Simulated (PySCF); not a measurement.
B(Cl)(F)(OAc) (C₂H₃BClFO₂), SMILES CC(=O)OB(F)Cl. Atoms are numbered in the order given.

```xyz
10

B      0.7236     0.4682     0.6379
Cl     0.3584    -0.8847     1.6944
F      1.5458     1.4123     1.0618
O      0.2686     0.5751    -0.6441
C     -0.8620    -0.0195    -1.1884
C     -0.6768    -0.2588    -2.6583
O     -1.8365    -0.2498    -0.5329
H     -1.6001    -0.6652    -3.0856
H      0.1562    -0.9622    -2.8127
H     -0.4034     0.6840    -3.1554
```

Geometry optimised at TPSSh-D3(BJ)/def2-SVP. The structure was generated by enumeration, and PubChem lists no compound with its InChIKey, so it may never have been made. Other conformers were not sampled.

These are PySCF with TDA-LC-ωPBE/def2-SVPD values and carry that method's errors.

Vertical excitations. Gas-phase values at a fixed geometry.

**Question.** Give excitation energies, oscillator strengths and character. (Estimate from the structure and the level; the computed values follow.)

**Answer.** 
```tsv
state	energy (eV)	λ (nm)	f	main pairs
S1	5.61	221	0.001	HOMO→LUMO 81 %
S2	7.89	157	0.001	HOMO−1→LUMO 61 %, HOMO−1→LUMO+3 25 %
S3	8.23	151	0.103	HOMO−2→LUMO 66 %
S4	8.64	143	0.001	HOMO−4→LUMO 33 %, HOMO→LUMO+3 26 %, HOMO−3→LUMO 11 %, HOMO→LUMO+2 5 %
S5	8.84	140	0.057	HOMO→LUMO+1 61 %
S6	8.99	138	0.040	HOMO→LUMO+3 25 %, HOMO−4→LUMO 18 %, HOMO→LUMO+2 14 %, HOMO−1→LUMO+3 10 %
S7	9.16	135	0.127	HOMO−3→LUMO 40 %, HOMO−2→LUMO+3 21 %
S8	9.35	133	0.066	HOMO−1→LUMO+1 63 %
S9	9.52	130	0.049	HOMO−2→LUMO+1 68 %
S10	9.67	128	0.018	HOMO−4→LUMO+3 21 %, HOMO−1→LUMO+3 12 %, HOMO−3→LUMO+3 10 %, HOMO−4→LUMO 8 %
T1	4.99	248	0	HOMO→LUMO 79 %
T2	6.20	200	0	HOMO−3→LUMO 51 %, HOMO−2→LUMO 20 %
T3	7.65	162	0	HOMO−1→LUMO 39 %, HOMO−1→LUMO+3 15 %, HOMO−2→LUMO 14 %, HOMO−2→LUMO+3 9 %
T4	7.76	160	0	HOMO−2→LUMO 31 %, HOMO−2→LUMO+3 24 %, HOMO−1→LUMO 21 %, HOMO−1→LUMO+3 10 %
```
Triplets are in the Tamm–Dancoff approximation.
